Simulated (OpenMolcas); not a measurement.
Fe7+, Ru7+, Os7+: d down the group

```
Program             : OpenMolcas
Method              : CASSCF
Basis               : ANO-RCC-VQZP
Scalar Hamiltonian  : DKH2, point nucleus
Spin-orbit coupling : state interaction with AMFI integrals over the reference wave functions, term energies averaged over their components
```

Active space for each ion: 1 electron in 5 orbitals (d).

Computed levels in cm-1 above 2D 3/2:

| Level | Fe7+ | Ru7+ | Os7+ |
| --- | --- | --- | --- |
| 2D 5/2 | 1810 | 4037 | 13070 |
| weight of 2D in the lowest level (%) | 100 | 100 | 100 |

Measured, with the error of the calculation in %. Measured levels: Fe7+ from Corliss and Sugar, J. Phys. Chem. Ref. Data 11, 135 (1982).

| Level | Fe7+ |
| --- | --- |
| 2D 5/2 | 1836 (-1.4) |

The fine-structure level 2D 5/2 changes by a factor of 7.22 from Fe7+ to Os7+.

With one active electron the reference holds no correlation, so core polarisation is missing. Computed and measured levels are paired by configuration, term and J; levels that our copy of the source lacks, or whose pairing is in doubt (as where it misses far off the trend of its configuration), stay unpaired and out of the deviations. Levels of configurations outside the active space are missing.
